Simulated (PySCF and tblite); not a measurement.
The numbers below are computed, except where a source is named.
# Barrier and rate of a pyramidal inversion

System: C3H9Se (charge +1), numbered as in [CH3:1][Se+:2]([CH3:3])[CH3:4].

Motion: pyramidal inversion at Se2. Geometries: B3LYP-D3(BJ)/def2-SVP; energies: PBE0/pcSseg-1 + D3(BJ); zero-point and thermal terms from GFN2-xTB harmonic modes (soft modes blended into free rotors). Rates follow Eyring's equation with the number of equivalent paths and no tunnelling. Programs: tblite and PySCF.

```json
{"point": "start", "symmetry": "C3v", "E(GFN2) kcal/mol": "0.0", "E(DFT) kcal/mol": "0.0", "ZPE change kcal/mol": "0.00", "lowest mode cm⁻¹": "116"}
{"point": "saddle", "symmetry": "C3h", "E(GFN2) kcal/mol": "40.2", "E(DFT) kcal/mol": "35.6", "ZPE change kcal/mol": "-1.69", "lowest mode cm⁻¹": "487i"}
{"point": "end", "symmetry": "C3v", "E(GFN2) kcal/mol": "0.0", "E(DFT) kcal/mol": "0.0", "ZPE change kcal/mol": "0.00", "lowest mode cm⁻¹": "117"}
```

```
Electronic barrier                                      : 35.6 kcal/mol
Barrier with zero-point energy                          : 33.9 kcal/mol
ΔH‡ (298 K)                                             : 34.1 kcal/mol
ΔS‡ (298 K, symmetry apart)                             : 2.9 cal/(mol K)
Paths                                                   : 2 equivalent paths
End point                                               : the same structure with atoms interchanged, or its mirror image
Mean lifetime of the start against this motion at 298 K : 6300 years
Cost                                                    : 79 s on 1 thread of Arm Neoverse V1 (shared host) (rough), peak memory 0.79 GiB, launched as `OMP_NUM_THREADS=1 python ens_run.py task.json out`
```

| T/K | ΔG‡ kcal/mol | k s⁻¹ |
| --- | --- | --- |
| 150 | 33.5 | 1.1×10⁻³⁶ |
| 200 | 33.4 | 2.9×10⁻²⁴ |
| 250 | 33.3 | 8×10⁻¹⁷ |
| 298 | 33.3 | 5×10⁻¹² |
| 350 | 33.3 | 2.5×10⁻⁸ |
| 400 | 33.3 | 1.1×10⁻⁵ |
| 500 | 33.4 | 0.052 |

ΔG and ΔG‡ leave out symmetry numbers and mirror images; rates count paths: 2 out.

The ion is treated without a counter-ion. Spin–orbit effects of heavy atoms on shieldings are missing.
